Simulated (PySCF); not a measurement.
Identify the unknown among the candidates.

All candidates are C2H8O2Si3.

| technique | computed result |
| --- | --- |
| Rotational structure | rotational constants A, B, C: 1.482, 1.174, 0.703 GHz [GFN2-xTB] |
| NMR, other nuclei | isotropic shieldings of nuclei other than C and H, by class: 275 (1 O), 283 (1 O), 369 (1 Si), 393 (1 Si), 459 (1 Si) ppm [GIAO PBE0/pcSseg-1] |
| Dipole | 1.16 D [PBE0/def2-SVPD] |
| 13C NMR | chemical shifts (computed TMS as zero) by class: 106.4 (1 C), 83.5 (1 C) ppm [GIAO PBE0/pcSseg-1] |
| UV, first state | lowest singlet excitation: 5.90 eV (210 nm, f = 0.009) [TDDFT PBE0/def2-SVPD] |
| 1H NMR | chemical shifts (computed TMS as zero) by class: 5.60 (1 H), 5.23 (3 H), 4.38 (1 H), 4.13 (1 H), 2.24 (1 H), 1.92 (1 H) ppm [GIAO PBE0/pcSseg-1] |
| Polarisability | 105.7 au [PBE0/def2-SVPD] |
| UV, strongest line | among the 8 lowest singlet transitions: S6 at 6.96 eV (178 nm, f = 0.033) [TDDFT PBE0/def2-SVPD] |

The electronic properties come from PySCF, for the isolated species, density fitting. Levels stand in brackets. Geometry: GFN2-xTB, one conformer, isolated molecule. NMR values are class means; diastereotopic atoms form classes of their own.

Task: Which candidate is it?
A. `O=C[Si@@H]1O[SiH2]C[SiH2]1`
B. `C#C[SiH2][Si@@H](O)O[SiH3]`
C. `O[Si@@H](C#C[SiH3])O[SiH3]`
D. `C#C[SiH](O[SiH3])O[SiH3]`

Result: B. It is `C#C[SiH2][Si@@H](O)O[SiH3]`. Numbering: `[CH:1]#[C:2][SiH2:3][Si@@H:4]([OH:5])[O:6][SiH3:7]`. Its formula, C2H8O2Si3, gives 2 degrees of unsaturation: 0 rings and 2 π bonds in the structure found. 2 carbons fall into 2 classes; from least to most shielded: terminal alkyne carbon [C1] (106.4 ppm), alkyne carbon [C2] (83.5 ppm). Hydrogen classes from least to most shielded: 1 H on an oxygen-bound silicon, Si4 (5.60 ppm), 3 H on an oxygen-bound silicon, Si7 (5.23 ppm), 1 H on an SiH2 silicon, Si3 (4.38 ppm), 1 H on an SiH2 silicon, Si3 (4.13 ppm), 1 H on a silanol oxygen, O5 (2.24 ppm), 1 H on a terminal alkyne carbon, C1 (1.92 ppm). The other shieldings belong to: 275 ppm, silanol oxygen [O5]; 283 ppm, siloxane oxygen [O6]; 369 ppm, oxygen-bound silicon [Si4]; 393 ppm, oxygen-bound silicon [Si7]; 459 ppm, SiH2 silicon [Si3]. S1 is mainly HOMO→LUMO (weight 0.74); the largest Löwdin shares of the orbital it empties are 0.18 on the terminal alkyne carbon, 0.17 on the alkyne carbon, 0.15 on the SiH2 silicon and 0.14 on an oxygen-bound silicon, of the orbital it fills 0.23 on the SiH2 silicon, 0.20 on an oxygen-bound silicon, 0.09 on the alkyne carbon and 0.08 on the terminal alkyne carbon. The optimised geometry has point group C1 and is an asymmetric top.

The others, at the same levels:
- `O=C[Si@@H]1O[SiH2]C[SiH2]1` fails: its computed 13C shifts are 252.9 (1 C), -9.7 (1 C) ppm, 1H shifts are 12.54 (1 H), 5.37 (1 H), 5.31 (1 H), 5.04 (1 H), 4.12 (1 H), 4.04 (1 H), 0.45 (1 H), 0.43 (1 H) ppm and lowest singlet excitation is 3.11 eV (398 nm, f = 0.004) (against 5.90 eV).
- `O[Si@@H](C#C[SiH3])O[SiH3]` fails: its computed 13C shifts are 120.8 (1 C), 106.0 (1 C) ppm, 1H shifts are 5.18 (3 H), 4.51 (1 H), 4.23 (3 H), 2.31 (1 H) ppm and rotational constant A is 2.001 GHz (against 1.482 GHz).
- `C#C[SiH](O[SiH3])O[SiH3]` fails: its computed 13C shifts are 96.9 (1 C), 89.9 (1 C) ppm, 1H shifts are 5.26 (6 H), 4.61 (1 H), 1.73 (1 H) ppm and rotational constant A is 1.305 GHz (against 1.482 GHz).

Each candidate is one conformer, not necessarily the lowest. Dipoles, sizes and rotational constants follow the conformer. The torsions of the flexible species, by atom-mapped SMILES:
- `[CH:1]#[C:2][SiH2:3][Si@@H:4]([OH:5])[O:6][SiH3:7]`: C2–Si3–Si4–O5 -168°, Si3–Si4–O6–Si7 34°, H–O5–Si4–Si3 165°
- `[OH:1][Si@@H:2]([C:3]#[C:4][SiH3:5])[O:6][SiH3:7]`: O1–Si2–O6–Si7 177°, H–O1–Si2–C3 -69°
- `[CH:1]#[C:2][SiH:3]([O:4][SiH3:5])[O:6][SiH3:7]`: C2–Si3–O4–Si5 101°, C2–Si3–O6–Si7 -94°

The conformers of `O=C[Si@@H]1O[SiH2]C[SiH2]1` aren't listed.
